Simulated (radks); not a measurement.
The numbers below are computed, except where a source is named.
Excited configurations of neutral lead: one electron is placed in a higher orbital outside [Hg] 6p1. The ground configuration is [Hg] 6p2. Level of theory: scalar-relativistic Kohn-Sham, r2SCAN, spin-polarised, spherical densities, finite nucleus; open shells are filled with parallel spins first (spin-orbit coupling, left out, can overturn this in heavy ions); meta-GGA in the generalised Kohn-Sham scheme; Fermi nuclear charge, rms radius 5.5012 fm (a radial shooting solver on a logarithmic mesh with Libxc functionals). Excitation = E - E(ground); binding = E(ion) - E, where the ion is the core of charge +1; n* = 1/sqrt(2 binding) in atomic units, and the quantum defect is n - n*.

| outer orbital | excitation (eV) | binding (eV) | quantum defect | eigenvalue (eV) | <r> (bohr) |
|---|---|---|---|---|---|
| 6d | 5.494 | 1.689 | 3.162 | -0.693 | 9.083 |
| 7s | 4.024 | 3.159 | 4.925 | -1.950 | 6.785 |
| 7p | 5.136 | 2.048 | 4.422 | -1.210 | 9.619 |
| 7f | 6.749 | 0.435 | 1.404 | -0.269 | 45.42 |

The Delta-SCF ionisation energy is 7.183 eV (NIST Atomic Spectra Database: 7.417 eV, measured). Self-interaction in the functional shifts the binding energies and quantum defects, so they are the method's values and not measured ones. Open shells are spherical and high-spin; term and fine-structure splittings are not resolved. Spin-orbit splitting is averaged out at the scalar-relativistic level.
